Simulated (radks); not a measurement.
The numbers below are computed, except where a source is named.
These are the eigenvalues of the occupied orbitals of an atom or ion with whole-number occupations (hartree). Level of theory: scalar-relativistic Kohn-Sham, Slater X-alpha with alpha = 0.667, spin-polarised, spherical densities, point nucleus (a radial shooting solver on a logarithmic mesh with Libxc functionals).

orbital  eigenvalue
1s up     -15.38566
1s down   -15.34663
2s up      -1.78370
2s down    -1.67976
2p up      -1.37135

Which element is it, and in what charge state? The configuration may be excited. Open shells, if any, are filled with parallel spins first.

Answer. Z = 7, nitrogen, charge +2: N2+ in [He] 2s2 2p1. The list shows which subshells hold electrons but not how many an open one holds; the 1s level, -15.386 hartree, gives Z - s = 5.5 by -(Z - s)^2/2, which with screening and relativity narrows Z to a few neighbours, and the depths of the outer levels then fix element, charge and occupations together.
